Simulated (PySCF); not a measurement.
Molecule: `CCC(B)=C`, C4H9B.

Cartesian coordinates in Å; atom numbers follow the order of the lines, from 1:
```xyz
14

B     1.3588    0.0290    1.2590
C    -0.0146   -0.3471    0.6500
C    -1.0965   -0.5112    1.4204
C    -0.1448   -0.5209   -0.8444
C    -0.0939    0.8343   -1.5498
H     2.3018    0.1466    0.5763
H     1.4606    0.1807    2.4139
H    -2.0608   -0.7857    1.0158
H    -1.0558   -0.3804    2.4890
H    -1.0851   -1.0199   -1.0917
H     0.6770   -1.1424   -1.2068
H    -0.1496    0.7060   -2.6286
H     0.8305    1.3537   -1.3078
H    -0.9282    1.4568   -1.2324
```

Frames of a GFN2-xTB Langevin trajectory at 300 K; GIAO PBE0/pcSseg-1 shieldings in PySCF 2.14.0 with density-fitted response routines, gas phase, non-relativistic; equivalent atoms averaged within each frame.

δ = σ(ref) − σ, references computed at the same level: $^{11}$B (σ = 100.07 ppm) vs BF3·OEt2; $^{13}$C (σ = 186.93 ppm), $^{1}$H (σ = 31.72 ppm) against TMS. The references are static minima.

Problem. How do the shifts (ppm) fluctuate along the trajectory?

Solution. 
| time (fs) | B1 | C2 | C3 | C4 | C5 | H6/H7 | H9 | H8 | H10/H11 | H12/H13/H14 |
| --- | --- | --- | --- | --- | --- | --- | --- | --- | --- | --- |
| 250 | 77.1 | 171.4 | 150.8 | 46.5 | 23.8 | 7.06 | 6.95 | 6.47 | 3.40 | 1.26 |
| 425 | 71.1 | 185.5 | 174.6 | 43.8 | 15.6 | 7.38 | 7.96 | 8.13 | 2.58 | 0.78 |
| 625 | 82.5 | 181.3 | 138.3 | 28.8 | 15.7 | 7.41 | 6.42 | 6.43 | 2.54 | 1.30 |
| 800 | 76.6 | 158.6 | 152.8 | 34.1 | 16.3 | 7.34 | 6.39 | 6.75 | 2.39 | 1.23 |
| 1000 | 77.6 | 172.6 | 156.6 | 34.5 | 15.9 | 7.80 | 6.78 | 6.61 | 2.65 | 1.23 |
| mean of frames | 77.0 | 173.9 | 154.6 | 37.5 | 17.4 | 7.40 | 6.90 | 6.88 | 2.71 | 1.16 |
| standard deviation | 4.0 | 10.4 | 13.1 | 7.4 | 3.6 | 0.26 | 0.64 | 0.71 | 0.39 | 0.21 |

5 frames give an uncertainty of the mean of about the standard deviation over 2.2 at best, since frames this close in time may not be independent; classical motion lacks zero-point vibration, and the reference would need the same averaging.
